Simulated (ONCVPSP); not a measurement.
W, ONCV: configuration errors across variants

```
Element                 : W (Z = 74)
Generator               : ONCVPSP 4.0.1
Type                    : optimised norm-conserving Vanderbilt (ONCV)
Functional              : PBE
Relativity              : scalar-relativistic
Frozen core             : [Xe] 4f14
Valence charge          : 6
Reference configuration : 5d4 6s2
Partial waves           : 6s: rc 2.80 bohr, ncon 4, nbas 8, qcut 2.7 1/bohr, 2 projectors, debl 3.9 Ha; p scattering state at 0.14 Ha: rc 2.70 bohr, ncon 3, nbas 6, qcut 2.7 1/bohr, 2 projectors, debl 3.9 Ha; 5d: rc 1.65 bohr, ncon 4, nbas 8, qcut 6.7 1/bohr, 2 projectors, debl 2.2 Ha
Local potential         : polynomial inside 1.25 bohr (lpopt 5, dvloc0 0 Ha)
Core correction         : polynomial model core, fcfact 0.6
```

In the p channel the program set the typed energies aside and used 0.050, 3.950 Ha.

All-electron excitation energies from the reference (eV): (1) 5d4 6s1 8.883; (2) 5d4 6s0 24.563; (3) 5d3 6s0 49.945; (4) 5d4 6s1 6p1 4.495.

1 further variants failed, have other tests or too few solved ones, and are left out.

A true bound ghost makes a file unfit for plane-wave use even where its test errors are small: the radial tests pick states by their node count and pass the ghost by.

Errors AE − PS in meV (a dash: test not solved or not reliable):

| change | (1) | (2) | (3) | (4) | bound ghosts | GHOST(+) flags above zero |
| --- | --- | --- | --- | --- | --- | --- |
| base | -12 | -55 | -130 | -0.4 | s | s, p |
| d: nproj 0; local potential the d channel | -12 | -54 | – | -3.4 | none | s, p |
| d: nbas 9 | -12 | -55 | -130 | -0.4 | s | s, p |
| d: qcut 6.8 | -12 | -55 | -130 | -0.4 | s | s, p |

(1) Give the same row for: p: nproj 1.

Answers

(1) -12, -55, -130, -2.9; bound ghosts: s, p; GHOST(+) flags above zero: s.
